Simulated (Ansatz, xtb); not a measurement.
Molecule: BiF$_{2}$ (charge +1, singlet). It need not be the lowest isomer of its formula. 
Structure (B3LYP-D3(BJ)/def2-TZVP (Ansatz, an electronic-structure program) minimum search):
```xyz
3

Bi     0.2024     0.0919     0.0717
F     -1.0953     0.6639    -1.2684
F     -0.7714    -1.5116     0.6075
```
Charge +1, spin multiplicity 1.

Harmonic wavenumbers from GFN2-xTB (xtb, at its own minimum), cm⁻¹: 175, 486, 486.

**Question.** Give the harmonic wavenumbers at B3LYP-D3(BJ)/def2-TZVP (Ansatz, finite differences of forces, unscaled).

**Answer.** 189, 645, 658 cm⁻¹. Zero-point energy 2.1 kcal/mol.

**Question.** From these and the geometry, give the ideal-gas thermochemistry at 298.15 K and 1 atm (rigid rotor, harmonic oscillator).

**Answer.** Point group C2v, rotational symmetry number 2. Rotational constants 9.151, 6.366, 3.754 GHz. S(trans) 42.41, S(rot) 23.42, S(vib) 2.98, S(elec, spin only) 0.00, S 68.8 cal/(mol K). H(298) - H(0) 2.90 kcal/mol; G - E(el) -15.5 kcal/mol.
